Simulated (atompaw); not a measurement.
# An all-electron radial function and its pseudo partner (C)

Columns: radius, all-electron u(r) and pseudo u(r) of the 2p shell (level -10.72 eV) of carbon in the configuration [He] 2s2 2p1.5; PBE, scalar-relativistic, PAW (atompaw) scheme, atompaw 4.2.0.5.

```json
{"r (bohr)": "0.096", "all-electron": "0.0476", "pseudo": "0.0062"}
{"r (bohr)": "0.192", "all-electron": "0.1473", "pseudo": "0.0246"}
{"r (bohr)": "0.288", "all-electron": "0.2607", "pseudo": "0.0544"}
{"r (bohr)": "0.385", "all-electron": "0.3710", "pseudo": "0.0947"}
{"r (bohr)": "0.481", "all-electron": "0.4676", "pseudo": "0.1430"}
{"r (bohr)": "0.577", "all-electron": "0.5486", "pseudo": "0.1976"}
{"r (bohr)": "0.673", "all-electron": "0.6143", "pseudo": "0.2563"}
{"r (bohr)": "0.769", "all-electron": "0.6660", "pseudo": "0.3167"}
{"r (bohr)": "0.865", "all-electron": "0.7039", "pseudo": "0.3764"}
{"r (bohr)": "0.962", "all-electron": "0.7293", "pseudo": "0.4338"}
{"r (bohr)": "1.058", "all-electron": "0.7432", "pseudo": "0.4857"}
{"r (bohr)": "1.154", "all-electron": "0.7477", "pseudo": "0.5309"}
{"r (bohr)": "1.250", "all-electron": "0.7443", "pseudo": "0.5683"}
{"r (bohr)": "1.346", "all-electron": "0.7344", "pseudo": "0.5969"}
{"r (bohr)": "1.442", "all-electron": "0.7193", "pseudo": "0.6164"}
{"r (bohr)": "1.538", "all-electron": "0.7002", "pseudo": "0.6267"}
{"r (bohr)": "1.635", "all-electron": "0.6778", "pseudo": "0.6285"}
{"r (bohr)": "1.731", "all-electron": "0.6533", "pseudo": "0.6223"}
{"r (bohr)": "1.827", "all-electron": "0.6273", "pseudo": "0.6095"}
{"r (bohr)": "1.923", "all-electron": "0.6003", "pseudo": "0.5913"}
{"r (bohr)": "2.019", "all-electron": "0.5728", "pseudo": "0.5690"}
{"r (bohr)": "2.115", "all-electron": "0.5452", "pseudo": "0.5440"}
{"r (bohr)": "2.212", "all-electron": "0.5174", "pseudo": "0.5173"}
{"r (bohr)": "2.308", "all-electron": "0.4904", "pseudo": "0.4905"}
{"r (bohr)": "2.404", "all-electron": "0.4640", "pseudo": "0.4640"}
{"r (bohr)": "2.500", "all-electron": "0.4383", "pseudo": "0.4383"}
```

Problem. How many radial nodes do the two functions have?

Solution. The all-electron 2p function has n − l − 1 = 0; the pseudo-wave has 0.

Problem. Where does each function peak?

Solution. Outermost all-electron maximum near 1.15 bohr, pseudo maximum near 1.64 bohr (to the table’s step).

Problem. Is the pseudo-wave norm-conserving?

Solution. No, it belongs to a PAW set: the norm inside the radius is not constrained, and the difference is carried by the augmentation charge.
